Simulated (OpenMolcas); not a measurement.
**Au4+: moving or changing the point charges**

Au4+ among 6 point charges of -1.7 e arranged as a trigonal antiprism (D3d), 2.11 Å from the ion, with a polar angle of 53.1° against the regular 54.74°.

```
Program             : OpenMolcas 26.06
Method              : SS-CASPT2, IPEA 0.25 Eh, imaginary shift 0.1 Eh (closed shells correlated: 5s 5p)
Basis               : ANO-RCC-VDZP [7s6p4d2f]
Scalar Hamiltonian  : DKH2, point nucleus
Active space        : 7 electrons in 5 orbitals (5d)
State averaging     : 2S+1 = 4 even, 10 roots; 2S+1 = 2 even, 40 roots
Spin-orbit coupling : RASSI with atomic mean-field integrals over the reference wave functions
```

Runs around this geometry, states (labels of D3, the rotations of D3d). Energies in cm-1 above the lowest state or level, χT in cm3 K/mol.

```json
{"R (Å)": "2.11", "q (e)": "-1.1", "Polar angle / regular": "0.97", "Ground state": "4A2", "First state of that spin": "4E 26", "First gap with spin-orbit (degeneracies)": "540 (2, 2)", "χT at 300 K": "4.027", "First state of another spin": "2E 14130"}
{"R (Å)": "1.91", "q (e)": "-1.7", "Polar angle / regular": "0.97", "Ground state": "4A2", "First state of that spin": "4E 380", "First gap with spin-orbit (degeneracies)": "840 (2, 2)", "χT at 300 K": "3.316", "First state of another spin": "2E 10020"}
{"R (Å)": "2.11", "q (e)": "-1.7", "Polar angle / regular": "0.97", "Ground state": "4A2", "First state of that spin": "4E 170", "First gap with spin-orbit (degeneracies)": "720 (2, 2)", "χT at 300 K": "3.633", "First state of another spin": "2E 12770"}
{"R (Å)": "2.32", "q (e)": "-1.7", "Polar angle / regular": "0.97", "Ground state": "4A2", "First state of that spin": "4E 73", "First gap with spin-orbit (degeneracies)": "520 (2, 2)", "χT at 300 K": "4.047", "First state of another spin": "2E 14200"}
{"R (Å)": "2.11", "q (e)": "-1.7", "Polar angle / regular": "1.05", "Ground state": "4E", "First state of that spin": "4A2 330", "First gap with spin-orbit (degeneracies)": "770 (2, 2)", "χT at 300 K": "3.599", "First state of another spin": "2E 12730"}
```

The ground state changes within this set.

Roots that are degenerate in the reference are averaged as groups; the widest CASPT2 spread within a group is 58 cm-1 (the 2-fold group of multiplicity 2 near 28200 cm-1 above the lowest state of its run, R = 1.91, q = -1.7, ratio = 0.97). Shifts and gaps below about the spread of the groups concerned are not significant. This shell can be high or low spin here, a state of another spin lies low, and with metal d orbitals alone active their balance is uncertain, so the ground spin may be wrong. Point charges give a weaker field than real ligands, and real ions of this kind are as a rule low spin; the high spin found here belongs to the model. Free-ion shares, where given, are those of the reference states; single-state CASPT2 does not remix them. Spin-orbit coupling mixes the spin-free states strongly: the lowest level takes only 51 % from its leading state, 4E, which lies 26 cm-1 above the lowest spin-free state (figures for R = 2.11, q = -1.1, ratio = 0.97; the like holds for R = 1.91, q = -1.7, ratio = 0.97, R = 2.11, q = -1.7, ratio = 0.97, R = 2.32, q = -1.7, ratio = 0.97, R = 2.11, q = -1.7, ratio = 1.05). An orbital doublet at a regular site is open to a Jahn-Teller distortion, which this geometry leaves out (holds for R = 2.11, q = -1.7, ratio = 1.05). Point charges carry no covalency, so the field is a model and not that of real ligands. No measured value stands beside these numbers.
